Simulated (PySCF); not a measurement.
C5H13BO3, SMILES O(C)B(OC(C)(C)C)O, GFN2-xTB optimised geometry.

```
22

B      0.48    -0.68     0.00
O     -0.12    -1.91     0.00
H      0.52    -2.63     0.00
O      1.85    -0.68     0.00
C      2.62     0.50    -0.01
H      3.29     0.48     0.86
H      3.21     0.53    -0.92
H      1.98     1.38     0.04
O     -0.18     0.49     0.00
C     -1.60     0.66     0.00
C     -2.21     0.03     1.25
C     -1.84     2.18     0.00
C     -2.21     0.04    -1.26
H     -3.29     0.20     1.27
H     -1.76     0.46     2.14
H     -2.02    -1.04     1.24
H     -1.39     2.62     0.89
H     -2.90     2.39     0.00
H     -1.38     2.63    -0.87
H     -2.01    -1.03    -1.27
H     -1.75     0.48    -2.15
H     -3.28     0.21    -1.29
```

Density from B3LYP/def2-SVP (PySCF) at that geometry.

Minimum of the electron density along straight lines between bonded atoms, close to the bond critical point (lines longer than 1.1 times the sum of covalent radii, or with two minima, are not listed):

```
bond     length / Å  ρ at the minimum / e bohr⁻³  ∇²ρ there / e bohr⁻⁵  position (fraction from the first atom)
-------  ----------  ---------------------------  --------------------  ---------------------------------------
B1–O2         1.369                        0.201                  1.03                                     0.33
O2–H3         0.957                        0.358                 -2.42                                     0.82
B1–O4         1.368                        0.200                  1.02                                     0.33
O4–C5         1.411                        0.252                 -0.36                                     0.66
C5–H6         1.092                        0.282                 -1.08                                     0.63
C5–H7         1.093                        0.282                 -1.07                                     0.63
C5–H8         1.090                        0.285                 -1.11                                     0.64
B1–O9         1.352                        0.207                  1.09                                     0.33
O9–C10        1.429                        0.240                 -0.35                                     0.66
C10–C11       1.530                        0.250                 -0.59                                     0.51
C10–C12       1.532                        0.250                 -0.59                                     0.51
C10–C13       1.530                        0.250                 -0.59                                     0.51
C11–H14       1.087                        0.277                 -1.01                                     0.62
C11–H15       1.087                        0.277                 -1.01                                     0.62
C11–H16       1.086                        0.280                 -1.05                                     0.63
C12–H17       1.087                        0.278                 -1.02                                     0.63
C12–H18       1.086                        0.278                 -1.02                                     0.62
C12–H19       1.087                        0.278                 -1.02                                     0.63
C13–H20       1.086                        0.280                 -1.05                                     0.63
C13–H21       1.087                        0.277                 -1.01                                     0.62
C13–H22       1.087                        0.277                 -1.01                                     0.62
```
